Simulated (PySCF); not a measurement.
# Calculated NMR parameters of CN(C)[SiH]1CC1

```yaml
Formula: C4H11NSi
SMILES: CN(C)[SiH]1CC1
InChI: InChI=1S/C4H11NSi/c1-5(2)6-3-4-6/h6H,3-4H2,1-2H3
Degrees_of_unsaturation: 1
Carbon_signals: 2
Proton_signals: 4
```

Molfile (atoms numbered from 1):
```
C4H11NSi
     RDKit          3D

 17 17  0  0  0  0  0  0  0  0999 V2000
   -1.5890   -1.2799   -0.0677 C   0  0  0  0  0  0  0  0  0  0  0  0
   -0.8444   -0.0438   -0.0440 N   0  0  0  0  0  0  0  0  0  0  0  0
   -1.7050    1.1133   -0.1052 C   0  0  0  0  0  0  0  0  0  0  0  0
    0.6767    0.0407    0.7481 Si  0  0  0  0  0  4  0  0  0  0  0  0
    2.0496    0.8734   -0.2224 C   0  0  0  0  0  0  0  0  0  0  0  0
    2.1365   -0.6643   -0.1970 C   0  0  0  0  0  0  0  0  0  0  0  0
   -2.2478   -1.3810    0.8043 H   0  0  0  0  0  0  0  0  0  0  0  0
   -0.8999   -2.1202   -0.0820 H   0  0  0  0  0  0  0  0  0  0  0  0
   -2.2109   -1.3158   -0.9664 H   0  0  0  0  0  0  0  0  0  0  0  0
   -2.3239    1.0631   -1.0054 H   0  0  0  0  0  0  0  0  0  0  0  0
   -1.1012    2.0160   -0.1433 H   0  0  0  0  0  0  0  0  0  0  0  0
   -2.3737    1.1753    0.7626 H   0  0  0  0  0  0  0  0  0  0  0  0
    0.7433    0.0575    2.2058 H   0  0  0  0  0  0  0  0  0  0  0  0
    2.8412    1.3918    0.2979 H   0  0  0  0  0  0  0  0  0  0  0  0
    1.8584    1.3133   -1.1904 H   0  0  0  0  0  0  0  0  0  0  0  0
    2.0055   -1.1559   -1.1500 H   0  0  0  0  0  0  0  0  0  0  0  0
    2.9774   -1.0713    0.3451 H   0  0  0  0  0  0  0  0  0  0  0  0
  1  2  1  0
  2  3  1  0
  2  4  1  0
  4  5  1  0
  5  6  1  0
  6  4  1  0
  1  7  1  0
  1  8  1  0
  1  9  1  0
  3 10  1  0
  3 11  1  0
  3 12  1  0
  4 13  1  0
  5 14  1  0
  5 15  1  0
  6 16  1  0
  6 17  1  0
M  END
```

PySCF calculation with geometry: GFN2-xTB and shielding tensors at PBE0/pcSseg-1 (GIAO); isolated molecule, single conformer, no relativistic terms, one averaged value for each set of equivalent atoms.

Chemical shifts δ = σref − σ; TMS for 1H (31.72 ppm) and 13C (186.93 ppm) and 29Si (349.16 ppm); NH3 for 15N (267.73 ppm), all at this level.

```tsv
carbon	δC, type	δH (multiplicity)	HMBC from (2–3 bonds)	span of the C tensor (ppm)
C1/C3	44.4, CH3	2.70 (s)	H13, H7/H8/H9/H10/H11/H12	67
C5/C6	0.3, CH2	H14 0.29 (m); H15 0.83 (m)	H13, H15/H16, H14/H17	43
```

Other nuclei:
```csv
atoms,nucleus,environment,δ (ppm),σ (ppm)
H13,1H,"hydrogen on a silicon bonded to 2 C, N, in a 3-membered ring",4.06,27.66
Si4,29Si,"silicon bonded to 2 C, N, H, in a 3-membered ring",-100.4,449.6
N2,15N,"nitrogen bonded to 2 C, Si",21.5,246.3
```

Carbon types of the structure: 2 × CH2, 2 × CH3, leaving 1 H on heteroatoms. δC 44.4: methyl carbon bonded to N; pulled downfield by the heteroatom. δC 0.3: three-membered-ring carbon; carbons of three-membered rings are unusually shielded. δH 4.06: hydrogen on a silicon bonded to 2 C, N, in a 3-membered ring. δH 2.70: hydrogen on a methyl carbon bonded to N; its carbon carries N, hence the downfield position. δH 0.83, 0.29: hydrogen on a three-membered-ring carbon; cyclopropane-type protons are shielded by the ring.

Shifts are as computed. Against solution values, carbons near 30 ppm lie about +3 ppm off and those near 130 ppm about +5 ppm. Of 1211 compounds with measured shifts, 218 miss one by over three times the rms of a fit or turn the order of signals round; such compounds aren't used in these exercises. Experimental scales use liquid or dissolved standards, which lie at an offset from isolated NH3 (liquid NH3: subtract about 20 ppm). Multiplicities follow the n + 1 count of equivalent neighbours, as no J values were calculated; m marks all less simple cases, F and P coupling included.
